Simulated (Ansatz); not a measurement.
`[OH][Ti]([Cl])([Cl])[Cl]` + CH₃OH → `C[O][Ti]([Cl])([Cl])[Cl]` + H₂O  (ligand exchange at a Ti–O bond)

Computed with Ansatz on PBE0-D4/def2-TZVP structures; ΔE is electronic, products minus reactants. CCSD(T)/CBS adds triple-zeta CCSD(T) − MP2 to the extrapolated MP2 energy (def2 sets, frozen cores). This one scheme is used for every species. For Ti outer-core shells are correlated without core-valence functions, which leaves a few kJ/mol of doubt a bond. Scalar relativity is left out up to krypton. Each species was taken in one conformer, which may not be the lowest.

```csv
species,CCSD(T)/CBS(def2) energy (Eh)
`[OH][Ti]([Cl])([Cl])[Cl]`,-2304.28409
CH₃OH,-115.61712
`C[O][Ti]([Cl])([Cl])[Cl]`,-2343.53403
H₂O,-76.37941
```

Question: Work out ΔE.

Answer: ΔE = (-2343.53403) + (-76.37941) − (-2304.28409) − (-115.61712) = -0.01223 Eh = -0.33 eV.

Largest T1 diagnostic among the species: 0.024, so the coupled-cluster value is less sure than usual.

The D4 term adds −0.05 eV with B3LYP and −0.03 eV with PBE0; it sums over pairs of atoms, weighted by their polarisabilities, and B3LYP, whose exchange is more repulsive, gets the larger term. Leaving LDA and LC-ωPBE aside and taking each functional with its dispersion term where it has one, the values, not all of them listed here, spread over 0.07 eV, from PBE-QIDH to ωB97M-V. LDA lies −0.03 eV from PBE without D4. In def2-TZVPP, CCSD(T) changes the Hartree–Fock value by −0.12 eV (the triples alone add −0.04 eV) and MP2 by −0.17 eV.

B3LYP here is the variant with VWN-RPA as its local correlation; programs differ in this.
